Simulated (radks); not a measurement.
Q: All-electron atom: Eu in [Xe] 4f7 6s2. Calculated with a radial shooting solver on a logarithmic mesh with Libxc functionals: Dirac Kohn-Sham, LDA (Slater exchange, Perdew-Zunger correlation), spin-unpolarised, spherical densities, finite nucleus; open shells fill j = l - 1/2 first; Fermi nuclear charge, rms radius 5.1115 fm. Some entries of the table are withheld. Estimate them.

orbital,occ.,eigenvalue (eV),<1/r> (bohr^-1)
1s1/2,2,-48266.69,70.16
2s1/2,2,-7923.161,16.71
2p1/2,2,(1),16.70
2p3/2,4,(2),14.82
3s1/2,2,-1742.612,6.079
3p1/2,2,-1568.125,5.998
3p3/2,4,-1436.252,5.523
3d3/2,4,-1132.893,5.402
3d5/2,6,-1104.168,5.283
4s1/2,2,-345.2195,2.540
4p1/2,2,-277.8206,2.435
4p3/2,4,-248.5638,2.272
4d3/2,4,-137.3567,2.052
4d5/2,6,-132.1103,2.011
5s1/2,2,-44.6378,0.9656
5p1/2,2,-26.5211,0.8445
5p3/2,4,-22.6849,0.7850
6s1/2,2,-3.7649,(3)
4f5/2,6,-3.0754,(4)
4f7/2,1,-2.4608,(5)
5d3/2,0,-1.8210,0.4193
5d5/2,0,-1.6356,0.4029
6p1/2,0,-1.3939,0.2198
6p3/2,0,-1.1854,0.2063
7s1/2,0,-0.0814,0.09001

A: 
(1) 2p1/2 eigenvalue (eV): -7520.449
(2) 2p3/2 eigenvalue (eV): -6873.205
(3) 6s1/2 <1/r> (bohr^-1): 0.2987
(4) 4f5/2 <1/r> (bohr^-1): 1.415
(5) 4f7/2 <1/r> (bohr^-1): 1.393
